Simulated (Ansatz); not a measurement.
Ansatz (a first-principles code) input (CCSD(T)/def2-SVPD):

Ansatz 0.2 input:
```yaml
crystal:
  periodic: [false, false, false]
  atoms:
    - {symbol: Sn, position_ang: [-0.00000000, -0.00000000, -0.57849087]}
    - {symbol: Cl, position_ang: [0.00000000, 0.00000000, 1.70144373]}
basis:
  gaussian:
    orbitals: def2-SVPD
total_charge: 1
magnetization: {spin_polarized: false}
correlation: {method: ccsd_t, electrons: outside_noble_gas}
output: {forces: true}
```

End of the output:

```
integrals: 0.03 GiB planned
671 factors; integrals over basis functions are off by at most 1.7e-4 eV
mean field: 0.15 GiB planned
mean field evaluation 1: about -18296.3342 eV, gradient 3.2e1 eV
mean field evaluation 2: about -18296.3874 eV, gradient 3.1e1 eV
mean field evaluation 4: about -18299.8434 eV, gradient 1.8e0 eV
mean field evaluation 8: about -18299.8822 eV, gradient 1.8e-1 eV
mean field evaluation 16: about -18296.3342 eV, gradient 3.2e1 eV
mean field -18299.88256305 eV, -672.5082800863 hartree, gradient 1.7e-6 eV, S^2 0.000000; 0 other end points of the search recorded, 0 dependent functions left out
14 core orbitals not correlated
reference -18299.88256305 eV, -672.5082800863 hartree; 5, 5 occupied and 40, 40 virtual orbitals, 671 factors
densities: 0.12 GiB planned
second order -5.19094398 eV of doubles, -0.00000000 eV of singles
coupled cluster: 0.10 GiB planned
cycle   1  -5.54707265 eV  change   -3.6e-1 eV  update   7.7e-2
cycle   2  -5.70870141 eV  change   -1.6e-1 eV  update   2.6e-2
cycle   3  -5.75968911 eV  change   -5.1e-2 eV  update   1.7e-2
cycle   4  -5.75600427 eV  change    3.7e-3 eV  update   4.4e-3
cycle   5  -5.75513566 eV  change    8.7e-4 eV  update   1.7e-3
cycle   6  -5.75523296 eV  change   -9.7e-5 eV  update   6.0e-4
cycle   7  -5.75522157 eV  change    1.1e-5 eV  update   1.5e-4
cycle   8  -5.75524669 eV  change   -2.5e-5 eV  update   3.9e-5
cycle   9  -5.75524956 eV  change   -2.9e-6 eV  update   1.1e-5
cycle  10  -5.75524577 eV  change    3.8e-6 eV  update   3.7e-6
perturbative correction -0.19565381 eV, -0.0071901451 hartree
the calculation of the forces begins
Total energy: -18305.83346264 eV, -672.7269716123 hartree
Atom 0 at    -0.000000    -0.000000    -0.578491 Å, force    -0.000000     0.000000    -0.798387 eV/Å
Atom 1 at     0.000000     0.000000     1.701444 Å, force     0.000000     0.000000     0.798387 eV/Å
Dipole moment:     0.000000    -0.000000    -0.618896 e Å
```
